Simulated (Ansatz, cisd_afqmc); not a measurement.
Species: BH₂, charge 1, singlet. BH2+ (parent SMILES [BH2], singlet).
B3LYP-D3(BJ)/def2-TZVP minimum from Ansatz (a program for electronic structure):
```xyz
3

B      0.0000     0.0000     0.0000
H      0.0000     0.0000     1.1744
H      0.0000     0.0000    -1.1744
```
Charge +1, spin multiplicity 1.

Total energies in cc-pVDZ, 4 correlated electrons, 1 frozen orbitals. UHF or UKS for unpaired electrons; spin-orbit terms are left out. Cores are frozen in correlated methods. No relativity. AFQMC/CISD: phaseless, guided by CISD from CCSD amplitudes; bars are statistical, one sigma. Outlying blocks are dropped, and bars are widened where a walk drifts. Over all cases where full CI ran beside it in this data, AFQMC minus full CI had a median of +0.1 mEh and passed +0.4 mEh in a tenth of the cases. The spin of H2B+ (parent SMILES [BH2], singlet) was assumed, and the state is the lowest solution found for it.

```csv
method,program,energy (Eh),error against FCI (mEh)
HF,Ansatz,-25.47184,73.96
MP2,Ansatz,-25.52699,18.81
CCSD,Ansatz,-25.54490,0.90
CCSD(T),Ansatz,-25.54555,0.26
CCSDT(Q),Ansatz,-25.54580,0.01
CCSDTQ,Ansatz,-25.54580,0.00
AFQMC/CISD,cisd_afqmc,-25.5458 ± 0.0001,0.0 ± 0.1
FCI,Ansatz,-25.54580,0.00
```
